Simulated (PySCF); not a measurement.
Fe²⁺ (iron, charge +2) across methods

[Ar] 3d5 4p1, high-spin 7P determinant (an excited configuration). Computed with PySCF 2.14 in aug-cc-pVTZ-DK, with scalar relativity by spin-free X2C-1e.

| method | E (hartree) | mean ε 3p β (eV) | mean ε 3d α (eV) | mean ε 4p α (eV) | Σ⟨r²⟩ (bohr²) | ⟨S²⟩ |
| --- | --- | --- | --- | --- | --- | --- |
| wB97X-V | -1271.204 | -88.433 | -40.127 | -20.101 | 22.23 | 12.001 |
| LDA | -1268.764 | -82.724 | -35.167 | -17.666 | 22.07 | 12.000 |
| PBE | -1271.097 | -82.608 | -34.947 | -17.578 | 22.14 | 12.000 |
| UHF | -1270.23714 | -93.701 | -45.945 | -19.899 | 22.50 | 12.001 |
| TPSS | -1271.368 | -82.939 | -34.909 | -17.508 | 22.14 | 12.000 |
| wB97X | -1271.363 | -88.282 | -40.032 | -19.996 | 22.21 | 12.001 |
| r2SCAN | -1271.328 | -83.418 | -35.569 | -17.691 | 22.07 | 12.001 |
| B3LYP | -1271.371 | -85.283 | -37.229 | -18.118 | 22.14 | 12.001 |
| PBE0 | -1271.138 | -85.794 | -37.881 | -18.266 | 22.16 | 12.000 |
